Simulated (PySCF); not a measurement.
C₂H₇FSi₂, SMILES F[SiH2]/C=C/[SiH3].

Coordinates come from a B3LYP-D3(BJ)/def2-SVP optimisation. The structure was generated by enumeration; whether it is a known compound was not checked. Other conformers were not sampled.

All values below come from SMD-M06-2X/6-31G* run with PySCF.

Solvation free energies are E(SMD) − E(gas) at the gas-phase geometry, for 1 M in both phases. In vacuum the dipole moment is 1.59 D.

```json
[
 {"solvent": "water", "ΔG(solv) (kcal/mol)": "2.3", "its non-electrostatic (CDS) part": "4.9", "dipole (D)": "1.88"},
 {"solvent": "tetrahydrofuran", "ΔG(solv) (kcal/mol)": "-1.5", "its non-electrostatic (CDS) part": "0.6", "dipole (D)": "1.82"},
 {"solvent": "ethylethanoate", "ΔG(solv) (kcal/mol)": "-1.7", "its non-electrostatic (CDS) part": "0.3", "dipole (D)": "1.81"}
]
```
